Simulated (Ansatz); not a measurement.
Species: sum formula CrO2Cl, net charge 0, doublet state. The spin state was set by rule; other spins were not relaxed. 
Geometry from a B3LYP-D3(BJ)/def2-TZVP (Ansatz, a first-principles code) optimisation:
```xyz
4

Cr     0.2275    -0.2264     0.2614
O      1.6302    -0.7551    -0.1982
O     -0.4875    -1.0633     1.3779
Cl    -0.8589     1.1753    -0.9242
```
Charge 0, spin multiplicity 2.

Basis-set convergence of Hartree-Fock and CCSD correlation energies (hartree) with Ansatz. Cores are frozen in the correlated levels unless marked. UHF or UKS for open shells. Spin-orbit coupling is left out. The frozen core is the preceding noble-gas configuration, with the filled d and f shells of earlier blocks. No relativistic terms. The program attaches cautions to a run behind CCSD/def2-SVP: large difference. The program attaches cautions to a run behind CCSD/def2-TZVPP: large difference.

The UHF reference is spin-contaminated (<S^2> 1.70 over the pure value in the largest basis). The T1 diagnostic of CCSD in the largest basis is 0.121, which is high, so the coupled-cluster rows are less sure than usual.

| basis | functions | E(HF) | E(corr, CCSD) |
|---|---|---|---|
| def2-SVP | 77 | -1652.05174 | -0.69418 |
| def2-TZVPP | 168 | (withheld) | (withheld) |

**Question.** Fill in the missing entries.

**Answer.** 
- def2-TZVPP, E(HF): -1652.56339
- def2-TZVPP, E(corr, CCSD): -0.88399
